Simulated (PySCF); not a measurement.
**Basis and Hamiltonian dependence of the excitation energy of Ne(2+)**

Ne(2+) [He] 2s2 2p4 (3P) → Ne(2+) [He] 2s2 2p3 3s1, s spin flipped. Calculated with PySCF 2.14 from differences of total energies of unrestricted determinants, without spin-orbit coupling. Values in eV.

```json
{"basis": "ANO-RCC-VTZP", "Hamiltonian": "spin-free X2C", "functions": "30", "UHF": "47.850", "LDA": "48.111", "PBE0": "48.480", "MP2 (valence)": "48.349"}
{"basis": "aug-cc-pVTZ with one added diffuse shell each of s, p, d, f type", "Hamiltonian": "non-relativistic", "functions": "62", "UHF": "38.346", "LDA": "39.420", "PBE0": "39.656", "MP2 (valence)": "39.214"}
{"basis": "def2-QZVPPD", "Hamiltonian": "non-relativistic", "functions": "66", "UHF": "38.239", "LDA": "39.319", "PBE0": "39.542", "MP2 (valence)": "39.209"}
{"basis": "dyall-av3z", "Hamiltonian": "non-relativistic", "functions": "71", "UHF": "38.220", "LDA": "39.326", "PBE0": "39.530", "MP2 (valence)": "39.098"}
{"basis": "aug-cc-pVQZ", "Hamiltonian": "non-relativistic", "functions": "80", "UHF": "38.245", "LDA": "39.345", "PBE0": "39.561", "MP2 (valence)": "39.228"}
{"basis": "aug-cc-pVQZ with one added diffuse shell each of s, p, d, f, g type", "Hamiltonian": "non-relativistic", "functions": "105", "UHF": "38.246", "LDA": "39.343", "PBE0": "39.560", "MP2 (valence)": "39.228"}
```

Frozen in the all-electron rows: valence: 1s2.

In the upper determinant the s electron has its spin opposite to the other open shell, which mixes two multiplicities.
